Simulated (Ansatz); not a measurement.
Compare A (`C[BH][Al]([CH3])[F]`) with its isomer B (`[CH3][AlH][B](C)F`).

Gas-phase electronic energies from Ansatz, PBE0-D4/def2-TZVP geometries. CCSD(T)/CBS is the MP2 limit (def2-TZVPP, def2-QZVPP) plus CCSD(T) − MP2 in def2-TZVPP, frozen cores. DFT in def2-TZVPP. B3LYP here is the variant with VWN-RPA as its local correlation; programs differ in this. One conformer a species, not always the lowest.

(1) Which isomer does CCSD(T)/CBS put lower? Give the gap. (Estimate.)

(2) Give E(B) − E(A) in kJ/mol with PBE-D4, B3LYP, r2SCAN-D4, HF/def2-TZVPP, B2PLYP, CCSD/def2-TZVPP, PBE0-D4. (An estimate is asked.)

Largest T1 diagnostic: 0.012.

Results:

(1) Ansatz gave: A, by 56.7 kJ/mol.

(2) Ansatz gave: PBE-D4 44.2, B3LYP 51.2, r2SCAN-D4 51.1, HF/def2-TZVPP 51.7, B2PLYP 53.7, CCSD/def2-TZVPP 53.5, PBE0-D4 46.7. None reverses the order clearly.
